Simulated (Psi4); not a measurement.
A dimer, H4Ge ··· CH5N (SMILES [GeH4] and CN); the first 5 atoms form monomer A.

```
12

Ge     0.0000     0.0000     0.0000
H     -0.9287    -0.0131     1.2233
H      0.1707     1.4429    -0.4978
H      1.3705    -0.5720     0.3916
H     -0.6126    -0.8578    -1.1170
C      4.2987     1.1948    -3.0899
N      3.3481     0.3205    -3.7758
H      4.0187     1.4776    -2.0657
H      4.4246     2.1117    -3.6678
H      5.2721     0.7036    -3.0475
H      2.4376     0.7597    -3.8392
H      3.2229    -0.5448    -3.2646
```

Task: What interaction energy does SAPT0/jun-cc-pVDZ, frozen core in Psi4 give, and which attractive term is the largest?

Result: Total -0.72 kJ/mol: electrostatics 0.09, exchange 0.10, induction -0.03, dispersion -0.88. The most attractive term is dispersion.
